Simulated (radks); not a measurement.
Results of a calculation; reference values are marked as such.
The arsenic ion As+, 32 electrons, occupied as [Ar] 3d9.5 4s2 4p2.5 (fractional occupations, a model configuration). Code: a radial shooting solver on a logarithmic mesh with Libxc functionals. Model: Dirac Kohn-Sham, LDA (Slater exchange, Perdew-Wang correlation), spin-unpolarised, spherical densities, finite nucleus; open shells are shared between the two j in proportion to 2j + 1; Fermi nuclear charge, rms radius 4.0968 fm.

Normalised radial functions P(r) = r R(r) (large component), r in bohr:

r           3p3/2
0.003913   0.0060
0.005136   0.0101
0.006741   0.0169
0.008778   0.0276
0.01152    0.0453
0.01512    0.0733
0.01985    0.1164
0.02585    0.1781
0.03393    0.2675
0.04453    0.3850
0.05845    0.5235
0.07612    0.6542
0.09991    0.7363
0.1311     0.6918
0.1721     0.4468
0.2241    -0.0045
0.2942    -0.6041
0.3862    -1.1363
0.5069    -1.3742
0.66      -1.2438
0.8663    -0.8597
1.137     -0.4469
1.493     -0.1674
1.944     -0.0441
2.551     -0.0068
3.348     -0.0006
4.395     0.0000
5.723     0.0000
7.512     0.0000

3p3/2: eigenvalue -147.32 eV, 1 radial node at r = 0.224 bohr, <r> = 0.618 bohr, 90 % of the charge inside 0.947 bohr.
